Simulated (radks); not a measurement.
Values are calculated unless marked as measured or tabulated.
Q: The table gives one normalised radial function P(r) = r R(r) of Mn+ in [Ar] 3d3.5 4s1 4p1.5 (r in bohr). Level of theory: scalar-relativistic Kohn-Sham, PBE, spin-polarised, spherical densities, point nucleus; open shells are filled with parallel spins first (a radial shooting solver on a logarithmic mesh with Libxc functionals).

r         P
0.002644   0.0000
0.003443   0.0000
0.004519   0.0000
0.005931   0.0000
0.007723   0.0001
0.01014    0.0001
0.01331    0.0003
0.01733    0.0006
0.02274    0.0014
0.02985    0.0029
0.03918    0.0061
0.05102    0.0124
0.06697    0.0247
0.0879     0.0480
0.1145     0.0879
0.1502     0.1563
0.1972     0.2622
0.2568     0.4052
0.3371     0.5854
0.4424     0.7699
0.5761     0.9092
0.7562     0.9590
0.9925     0.8849
1.292      0.7150
1.696      0.4959
2.227      0.2892
2.899      0.1355
3.806      0.0452
4.995      0.0106
6.505      0.0017
8.538      0.0001

Which n and l does it have? It may be an empty orbital.

A: n = 3, l = 2: the number of nodes gives n - l - 1 = 0, the rise at small r (about r^(l+1)) gives l, and the extent must fit the shell. The curve is that of 3d down; the table hardly tells the two spins apart. 3d down (empty): eigenvalue -22.133 eV, 0 radial nodes, <r> = 1.05 bohr, 90 % of the charge inside 1.77 bohr.
